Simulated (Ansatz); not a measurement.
Relaxation of BF2H3Sn (7 atoms, charge 0, multiplicity 1), to a largest force component of 0.015 eV/Å in at most 40 steps.

Computed with RKS r2SCAN-D4/def2-SVPD in Ansatz.

```xyz
7
Properties=species:S:1:pos:R:3
F 1.677 -1.732 0.444
B 0.298 -1.140 0.580
F -0.717 -1.831 1.361
Sn -0.148 0.788 -0.412
H -1.724 1.324 -0.092
H 0.162 0.639 -2.156
H 1.012 1.991 0.211
```

**Question.** Where does it end, and by what steps?

**Answer.** The run converged. After 7 steps the energy has fallen by 0.907 eV; F1 moved furthest, 0.17 Å.

```
step  energy less start (eV)  largest force component (eV/Å)  accepted
   0                  0.0000                           4.359       yes
   1                 -0.6532                           2.386       yes
   2                 -0.6498                           2.296        no
   3                 -0.8875                           0.682       yes
   4                 -0.9069                           0.064       yes
   5                 -0.9073                           0.044       yes
   6                 -0.9075                           0.023       yes
   7                 -0.9075                           0.002       yes
```

```xyz
7
Properties=species:S:1:pos:R:3
F 1.520 -1.752 0.508
B 0.328 -1.175 0.594
F -0.589 -1.824 1.299
Sn -0.101 0.809 -0.414
H -1.705 1.315 -0.115
H 0.131 0.665 -2.102
H 0.977 2.002 0.167
```

Whether the end is a true minimum wasn't checked by a vibrational analysis.

Time of the run: 35 s on 2 threads of Arm Neoverse V1 (shared host), peak memory 0.17 GiB.
